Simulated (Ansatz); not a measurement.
A nudged elastic band was laid between two geometries of C$_{2}$H$_{4}$BFINO (11 atoms, charge 0, multiplicity 1).

Computed with Ansatz, RKS B3LYP/def2-SVP.

```yaml
movable_images: 7
climbing_image: yes
spring: 5.0 eV/Å²
optimiser: quadratic models (default)
start_path: IDPP
force_threshold: 0.05 eV/Å
iteration_limit: 21
end_points: relaxed
```

Initial state:

```xyz
11
Properties=species:S:1:pos:R:3
C 0.387 -1.621 -0.746
O -0.623 -0.697 -0.374
C -0.190 0.581 -0.161
F 0.258 1.123 -1.351
N -1.065 1.416 0.584
B 0.142 1.255 1.203
I 1.254 1.784 2.919
H -0.099 -2.600 -0.856
H 0.855 -1.340 -1.704
H 1.172 -1.690 0.029
H -2.025 1.733 0.478
```

Final state:

```xyz
11
Properties=species:S:1:pos:R:3
C 0.050 -1.627 -0.177
O -0.500 -0.624 -1.002
C -0.217 0.674 -0.671
F -0.506 1.414 -1.776
N -0.722 1.233 0.561
B 0.641 1.265 0.489
I 2.372 1.886 1.538
H -0.172 -2.591 -0.653
H 1.147 -1.517 -0.081
H -0.394 -1.623 0.836
H -1.633 1.453 0.957
```

Question: Which bonds break or form, and what moves?

Answer: No bond is made or broken. The dihedral C1–O2–C3–B6 goes from -98 to 1°.

Question: Give the energies along the band, and the barrier.

Answer: It converged. The highest image is number 6 of 0 to 8, 0.097 eV above the first end and 0.006 eV above the last; the last end lies 0.091 eV above the first. The top lies less than 8 meV above the higher end, about what the thresholds resolve: that end is a shoulder or a very shallow well. A vibrational analysis at the climbing image gives one clearly imaginary mode, 55i cm⁻¹: a first-order saddle point.

```json
{"image": "0", "path coordinate (Å)": "0.00", "energy (eV)": "0.000", "dihedral C1–O2–C3–B6 (°)": "-98"}
{"image": "1", "path coordinate (Å)": "0.41", "energy (eV)": "0.007", "dihedral C1–O2–C3–B6 (°)": "-90"}
{"image": "2", "path coordinate (Å)": "0.82", "energy (eV)": "0.027", "dihedral C1–O2–C3–B6 (°)": "-79"}
{"image": "3", "path coordinate (Å)": "1.22", "energy (eV)": "0.054", "dihedral C1–O2–C3–B6 (°)": "-67"}
{"image": "4", "path coordinate (Å)": "1.63", "energy (eV)": "0.079", "dihedral C1–O2–C3–B6 (°)": "-53"}
{"image": "5", "path coordinate (Å)": "2.04", "energy (eV)": "0.094", "dihedral C1–O2–C3–B6 (°)": "-39"}
{"image": "6", "path coordinate (Å)": "2.45", "energy (eV)": "0.097", "dihedral C1–O2–C3–B6 (°)": "-25"}
{"image": "7", "path coordinate (Å)": "2.86", "energy (eV)": "0.094", "dihedral C1–O2–C3–B6 (°)": "-11"}
{"image": "8", "path coordinate (Å)": "3.28", "energy (eV)": "0.091", "dihedral C1–O2–C3–B6 (°)": "1"}
```

Question: What is the geometry of the highest image?

Answer: 
```xyz
11
Properties=species:S:1:pos:R:3
C 0.209 -1.625 -0.350
O -0.679 -0.625 -0.810
C -0.351 0.672 -0.527
F -0.618 1.410 -1.646
N -0.842 1.272 0.687
B 0.519 1.255 0.627
I 2.273 1.805 1.675
H -0.155 -2.582 -0.748
H 1.238 -1.452 -0.711
H 0.226 -1.690 0.754
H -1.755 1.505 1.069
```

The band took 5 iterations and about 10 core-minutes.

The run took 5.3 min on 2 threads of Intel(R) Xeon(R) Platinum 8259CL CPU @ 2.50GHz (Skylake/Cascade Lake) (shared host), peak memory 0.45 GiB.
